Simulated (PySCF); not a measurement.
Job file and geometry (Å, from PBE0-D3(BJ)/def2-SVP) of an NMR shielding run on `COC[C+](C)[C@@H]1C[C@@]1(C)C1CCCC1`, [C₁₃H₂₃O]+, PySCF 2.14.0, density-fitted response routines, GIAO PBE0/pcSseg-1 NMR shielding, non-relativistic, gas phase; density fitting, a coarse starting grid and PySCF grid level 2 are the driver's defaults:

```
$ OMP_NUM_THREADS=2 python probes_run.py task.json out

{"job": {"kind": "nmr", "xc": "PBE0", "basis": "pcSseg-1"}, "charge": 1, "multiplicity": 1}
C      4.153400     1.453413    -0.441566
O      3.042139     0.584187    -0.422062
C      2.838014    -0.026801     0.797516
C      1.777665    -1.069947     0.812013
C      1.804692    -1.934287     2.022883
C      0.837861    -1.325716    -0.162917
C      0.663345    -0.657752    -1.523612
C     -0.258851     0.006834    -0.617334
C      0.046110     1.374320    -0.101829
C     -1.663714    -0.512440    -0.482688
C     -2.211808    -0.567130     0.964723
C     -3.612144     0.043020     0.895001
C     -3.476193     1.115862    -0.178670
C     -2.651026     0.421173    -1.258323
H      4.219727     1.874926    -1.451704
H      5.087699     0.908922    -0.218487
H      4.035880     2.275725     0.286519
H      3.763793    -0.521774     1.165578
H      2.577033     0.703442     1.601267
H      0.831771    -2.400604     2.222779
H      2.538278    -2.745296     1.861436
H      2.140996    -1.381134     2.912716
H      0.205923    -2.197643     0.017184
H      0.230200    -1.352110    -2.250468
H      1.534014    -0.094099    -1.860406
H     -0.533862     2.078076    -0.722003
H      1.103236     1.632122    -0.219823
H     -0.279168     1.521654     0.936401
H     -1.697350    -1.511866    -0.940444
H     -2.205129    -1.592703     1.362064
H     -1.576845     0.034304     1.634819
H     -3.957107     0.427815     1.865296
H     -4.341460    -0.717681     0.570874
H     -4.439333     1.483723    -0.561113
H     -2.936854     1.990017     0.224407
H     -3.298933    -0.219837    -1.874690
H     -2.149846     1.110214    -1.954779
```

**Question.** Write the output of this run.

**Answer.** 
```
coarse grid: 29464 points
cycle   1  E = -583.1913122327  dE =  1.979e+00  |g| = 6.577e-01  |ddm| = 5.339e+00
cycle   2  E = -583.1250858196  dE =  6.623e-02  |g| = 8.849e-01  |ddm| = 1.400e+00
cycle   3  E = -583.2838741742  dE = -1.588e-01  |g| = 1.110e-01  |ddm| = 8.587e-01
cycle   4  E = -583.2857199585  dE = -1.846e-03  |g| = 5.691e-02  |ddm| = 1.379e-01
cycle   5  E = -583.2864212257  dE = -7.013e-04  |g| = 2.052e-02  |ddm| = 6.924e-02
cycle   6  E = -583.2865245381  dE = -1.033e-04  |g| = 5.819e-03  |ddm| = 2.486e-02
cycle   7  E = -583.2865324513  dE = -7.913e-06  |g| = 8.998e-04  |ddm| = 5.952e-03
final grid: 280472 points
cycle   8  E = -583.3853389023  dE = -1.248e-04  |g| = 1.428e-02  |ddm| = 7.938e-02
cycle   9  E = -583.3853112694  dE =  2.763e-05  |g| = 1.861e-02  |ddm| = 2.672e-02
cycle  10  E = -583.3853856814  dE = -7.441e-05  |g| = 1.940e-03  |ddm| = 1.569e-02
cycle  11  E = -583.3853864791  dE = -7.977e-07  |g| = 4.265e-04  |ddm| = 2.283e-03
cycle  12  E = -583.3853865094  dE = -3.025e-08  |g| = 2.374e-04  |ddm| = 6.627e-04
cycle  13  E = -583.3853865229  dE = -1.350e-08  |g| = 6.985e-05  |ddm| = 2.968e-04
cycle  14  E = -583.3853865240  dE = -1.127e-09  |g| = 1.844e-05  |ddm| = 8.607e-05
cycle  15  E = -583.3853865241  dE = -7.594e-11  |g| = 2.445e-06  |ddm| = 1.687e-05
converged SCF energy = -583.3853865241

GIAO shielding tensors (ppm)
atom      isotropic    diamagn.    paramagn.     s11        s22        s33       span
  0 C      124.938     239.250    -114.312     93.350     96.951    184.512     91.162
  1 O      309.680     407.105     -97.425    289.559    311.911    327.569     38.009
  2 C      104.086     248.550    -144.464     78.150     80.587    153.520     75.370
  3 C      -52.059     264.136    -316.194   -201.137   -107.756    152.718    353.855
  4 C      151.497     247.740     -96.243    126.746    147.672    180.073     53.327
  5 C       96.068     266.182    -170.114     15.498    131.264    141.443    125.945
  6 C      124.859     256.957    -132.099    101.055    134.305    139.216     38.161
  7 C       24.423     262.108    -237.685    -71.515     -5.468    150.251    221.765
  8 C      164.925     252.329     -87.404    154.237    160.098    180.440     26.203
  9 C      125.076     250.941    -125.864    100.328    129.044    145.857     45.529
 10 C      148.033     249.302    -101.270    116.281    158.721    169.097     52.816
 11 C      153.676     250.937     -97.261    126.854    163.533    170.642     43.789
 12 C      153.669     251.400     -97.731    129.787    162.352    168.867     39.080
 13 C      144.771     249.687    -104.915    116.328    149.415    168.571     52.243
 14 H       27.310      27.236       0.075     23.006     24.819     34.105     11.099
 15 H       27.878      24.294       3.583     23.881     24.894     34.858     10.977
 16 H       27.991      26.862       1.129     23.899     25.582     34.491     10.592
 17 H       26.653      29.013      -2.361     22.029     26.660     31.269      9.239
 18 H       27.002      33.023      -6.021     25.065     25.544     30.398      5.333
 19 H       28.631      31.288      -2.657     24.133     29.501     32.261      8.128
 20 H       28.462      26.085       2.377     24.988     25.519     34.880      9.893
 21 H       28.953      29.013      -0.060     25.365     27.816     33.680      8.315
 22 H       27.493      39.227     -11.734     22.985     29.032     30.461      7.476
 23 H       27.509      34.039      -6.530     23.587     25.800     33.140      9.552
 24 H       26.141      35.068      -8.927     20.188     26.535     31.701     11.513
 25 H       29.185      32.462      -3.277     23.360     29.218     34.976     11.616
 26 H       28.749      35.522      -6.773     22.099     27.610     36.540     14.440
 27 H       29.112      34.489      -5.377     25.297     29.541     32.497      7.200
 28 H       28.815      37.357      -8.542     25.122     29.032     32.291      7.170
 29 H       29.204      32.725      -3.521     23.728     28.556     35.328     11.600
 30 H       29.888      34.931      -5.044     25.246     30.405     34.011      8.765
 31 H       29.155      28.410       0.745     24.359     26.083     37.023     12.664
 32 H       29.511      29.360       0.151     24.598     26.792     37.142     12.544
 33 H       29.210      27.500       1.710     24.160     25.735     37.735     13.575
 34 H       29.790      31.174      -1.385     25.705     28.540     35.124      9.419
 35 H       29.172      31.055      -1.884     23.454     27.254     36.807     13.353
 36 H       29.593      32.312      -2.719     25.004     29.312     34.464      9.459
```

**Question.** Turn these shieldings into chemical shifts. Scale: $^{13}$C (σ = 184.41 ppm), $^{1}$H (σ = 31.27 ppm) against TMS; $^{17}$O (σ = 334.56 ppm) against H2O (reference shieldings calculated alike).

**Answer.** Averaging equivalent atoms: C 3: 236.5; C 7: 160.0; C 5: 88.3; C 2: 80.3; C 6: 59.5; C 0: 59.5; C 9: 59.3; C 13: 39.6; C 10: 36.4; C 4: 32.9; C 12: 30.7; C 11: 30.7; C 8: 19.5; O 1: 24.9; H 24: 5.13; H 17: 4.61; H 18: 4.26; H 22: 3.77; H 23: 3.76; H 14/15/16: 3.54; H 19/20/21: 2.58; H 28: 2.45; H 25/26/27: 2.25; H 31: 2.11; H 35: 2.10; H 29: 2.06; H 33: 2.06; H 32: 1.76; H 36: 1.67; H 34: 1.48; H 30: 1.38 ppm. Experimental scales use liquid or dissolved standards, which lie at an offset from isolated H2O (liquid H2O: subtract about 36 ppm).

Size and cost of the density-fitted run: 353 basis functions; peak memory 2.6 GiB.
